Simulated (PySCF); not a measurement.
Simulated P 2p region for `C[SiH](C)[PH-]`, binding energy against the vacuum level.

Every computed line was given a Gaussian of 0.6 eV full width at half maximum and an area set by the number of equivalent atoms (split 2:1 within a doublet); the highest printed point is 100. Theory: PySCF, delta-SCF UKS SCAN, pcX-2 on the ionised atom, pcseg-1 elsewhere, spin-free X2C.

(binding energy (eV), intensity): (127.8, 1), (127.9, 2), (128.0, 6), (128.1, 14), (128.2, 28), (128.3, 48), (128.4, 72), (128.5, 91), (128.6, 100), (128.7, 94), (128.8, 76), (128.9, 55), (129.0, 38), (129.1, 30), (129.2, 32), (129.3, 39), (129.4, 47), (129.5, 50), (129.6, 46), (129.7, 37), (129.8, 25), (129.9, 15), (130.0, 7), (130.1, 3), (130.2, 1), (130.3, 0), (130.4, 0)

Question: Count the maxima, the lines and the sites behind this envelope.

Answer: The curve has 2 maxima (at 128.6 and 129.5 eV). Under it lie 2 lines from 1 inequivalent phosphorus site, drawn as a 2p3/2, 2p1/2 pair.

Question: Decompose the envelope and assign each component. Numbering: `[CH3:1][SiH:2]([CH3:3])[PH-:4]`.

Answer: 
```
position (eV)  relative area     line  atoms                    environment
       128.61           0.67  P 2p3/2     P4  phosphorus bonded to Si and H
       129.50           0.33  P 2p1/2     P4  phosphorus bonded to Si and H
```

No satellites, vibrations or lifetime broadening are included. The 2p values aren't plain energy differences: one relaxed spin-free 2p hole is combined with a matrix within the shell (ground-state 2p orbital-energy differences and spin–orbit coupling). 2p3/2, the mean of its two sublevels, lies a third of the splitting below the shell's mean and 2p1/2 two thirds above it; the statistical areas are 2:1. 2p1/2 minus 2p3/2 (ligand field included): P 0.89 eV. The species carries charge -1, so core ionisation leaves a neutral species. The basis sets have no added diffuse functions. Geometry: GFN2-xTB, one conformer, isolated ion. GFN2-xTB frequencies show an imaginary mode (31i cm⁻¹), so this geometry is no minimum at that level.

The run took 26 s on one thread, Arm Neoverse V2 (aarch64), shared host with 96 logical CPUs at a one-minute load of 36, and the process peaked at 0.43 GiB of memory.

Conformer computed: `[CH3:1][SiH:2]([CH3:3])[PH-:4]`: H–P4–Si2–C1 56°.
